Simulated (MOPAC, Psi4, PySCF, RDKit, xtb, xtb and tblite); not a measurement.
Two geometries of SMILES B/C=[CH]\[GeH3], relaxed at GFN2-xTB with one dihedral held; other torsions can differ between them too.

Structure A

```
11

B     -1.1358    -0.7253     0.1975
C     -1.2578     0.8083     0.1451
C     -2.4175     1.4632    -0.0106
Ge    -4.1965     0.6747    -0.1459
H     -0.1089    -1.2433    -0.0139
H     -2.0866    -1.3705     0.4258
H     -0.3543     1.4140     0.1841
H     -2.4026     2.5476    -0.0950
H     -4.3519    -0.2109    -1.3390
H     -5.1867     1.7899    -0.2839
H     -4.5729    -0.1147     1.0634
```

Structure B

```
11

B      1.3974    -0.7254     0.2092
C      1.1968     0.7980     0.0665
C      0.9941     1.7091     1.0163
Ge     0.8983     1.3115     2.9112
H      0.4986    -1.4466     0.0079
H      2.4512    -1.1642     0.4633
H      1.2052     1.1418    -0.9697
H      0.8558     2.7511     0.7426
H     -0.4400     1.6646     3.4846
H      1.1383    -0.1407     3.1723
H      1.9046     2.1001     3.6920
```

Q: Which is lower in energy at the level Psi4 with DF-MP2 (frozen core)/cc-pVTZ // GFN2-xTB, and by how much?

A: A is lower, by 4.45 kcal/mol (dihedral H5–B1–C2–C3: 160° in A, 100° in B).

E(B) − E(A) in kcal/mol at the other levels, on the same two geometries: GFN2-xTB (xtb and tblite) 1.14; PBE/def2-TZVP // GFN2-xTB (Psi4) 3.89; PBE-D3(BJ)/def2-TZVP // GFN2-xTB (Psi4) 3.95; M06-2X/def2-TZVP // GFN2-xTB (Psi4) 3.74; HF/cc-pVTZ // GFN2-xTB (Psi4) 3.80; UFF // GFN2-xTB (RDKit) 9.77; AM1, restricted, heats of formation // GFN2-xTB (MOPAC) -0.48; PM7, restricted, heats of formation // GFN2-xTB (MOPAC) -2.09; GFN1-xTB // GFN2-xTB (xtb) 2.85; restricted B3LYP/6-31G*, spherical d // GFN2-xTB (PySCF) 4.60; restricted Hartree-Fock/STO-3G // GFN2-xTB (PySCF) 4.77; restricted Hartree-Fock/3-21G // GFN2-xTB (PySCF) 4.33.
